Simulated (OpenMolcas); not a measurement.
W5+ among 6 point charges of -1 e arranged as an octahedron (Oh).

```json
{
  "Program": "OpenMolcas",
  "Method": "SS-CASPT2, IPEA 0.25 Eh, imaginary shift 0.1 Eh (closed shells correlated: 5s 5p)",
  "Basis": "ANO-RCC-VTZP [8s7p5d3f2g1h]",
  "Scalar Hamiltonian": "DKH2, point nucleus",
  "Active space": "1 electron in 5 orbitals (5d)",
  "State averaging": "2S+1 = 2 even, 5 roots",
  "Spin-orbit coupling": "state interaction with AMFI integrals over the reference wave functions"
}
```

All point charges move together. At R = 1.68 Å |10Dq| is 15335 cm-1, and at R = 1.98 Å it is 7534 cm-1.

Task: A third run gives 11212 cm-1. What distance was it run at?

Result: With a power law R^-n the two known points give n = -ln(7534 / 15335) / ln(1.98 / 1.68) = 4.33. Then R = 1.68 × (15335 / 11212)^(1/4.33) = 1.806 Å. The run was at 1.81 Å, so the estimate is off by -0.004 Å.

Roots that are degenerate in the reference are averaged as groups; the widest CASPT2 spread within a group is 73 cm-1 (the 3-fold group of multiplicity 2 near 0 cm-1 above the lowest state of its run, R = 1.68). Shifts and gaps below about the spread of the groups concerned are not significant. An orbital triplet at a regular site is open to Jahn-Teller coupling, which can distort the site and quench the lowest spin-orbit gaps and is left out. Free-ion shares, where given, are those of the reference states; single-state CASPT2 does not remix them. This field is weak: 10Dq is about 15335 cm-1, while octahedral complexes of 5d ions of charge 3 and more, computed by the same method with explicit ligands, had a median near 35000 cm-1. Ground spin and moment need not be those of a real site (figures for R = 1.68; the like holds for R = 1.81, R = 1.98). Point charges carry no covalency, so the field is a model and not that of real ligands. No measured value stands beside these numbers.
